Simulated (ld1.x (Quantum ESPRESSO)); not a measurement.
## Rb (Z = 37): from the effect back to the setting (TM)

Base potential:

```
Element                 : Rb (Z = 37)
Generator               : ld1.x (Quantum ESPRESSO) 7.5
Type                    : norm-conserving Troullier–Martins (Kleinman–Bylander form)
Functional              : PBE
Relativity              : scalar-relativistic
Frozen core             : [Ar] 3d10
Valence charge          : 9
Reference configuration : 4s2 4p6 4d0 5s0 5p0 (charge +1)
Partial waves           : 4p (bound): rc 1.60 bohr; 4d (bound, empty): rc 3.10 bohr; 4s (bound): rc 1.85 bohr
Local potential         : the s channel
Core correction         : a·sin(br)/r model core, default radius (core density twice the valence density)
```

Cutoffs, loose and tight: the cutoffs (Ry, on a coarse ladder) from which the occupation-weighted sum of valence levels, in a spherical-Bessel basis at the reference potential, stays within 10 and 1 mRy of its value at 400 Ry. They do not see the model core or the augmentation charge, which bear on the density cutoff. Test errors are all-electron minus pseudo excitation energies from the reference, over the configurations 4s2 4p6 4d0 5s1 5p0; 4s2 4p6 4d0 5s0.5 5p0; 4s2 4p6 4d0 5s0 5p1; 4s1 4p6 4d0 5s1 5p0; 4s2 4p6 4d1 5s0 5p0; 4s2 4p5 4d0 5s1 5p0; 4s2 4p6 4d0.5 5s0.5 5p0; variants that change the core or the reference have their own tests. The largest error is taken over the tests solved by every variant that gives reliable tests at all, those not shown here included: 4s1 4p6 4d0 5s1 5p0; 4s2 4p5 4d0 5s1 5p0; 4s2 4p6 4d0 5s0.5 5p0; 4s2 4p6 4d0 5s1 5p0; 4s2 4p6 4d0.5 5s0.5 5p0; 4s2 4p6 4d1 5s0 5p0.

Only the scale of all radii but the core radius (base = 1) is moved:

| scale of all radii but the core radius (base = 1) | cutoff, loose | cutoff, tight | bound ghosts | largest test error (meV) |
| --- | --- | --- | --- | --- |
| 0.76 | 80 Ry | 160 Ry | p | -88 |
| 0.9 | 50 Ry | 80 Ry | none | +145 |
| 1 | 40 Ry | 80 Ry | none | +253 |
| 1.04 | 35 Ry | 70 Ry | none | +344 |
| 1.19 | 30 Ry | 50 Ry | none | +699 |
| 1.36 | 15 Ry | 30 Ry | none | +1220 |

One more run gave cutoff, loose: 25 Ry; cutoff, tight: 35 Ry; bound ghosts: none; largest test error (meV): +996. Which value of the scale of all radii but the core radius (base = 1) was used?

1.28. The loose cutoff moves one way along this sweep, from 80 Ry at 0.76 to 15 Ry at 1.36, which places the run between 1.19 and 1.36.
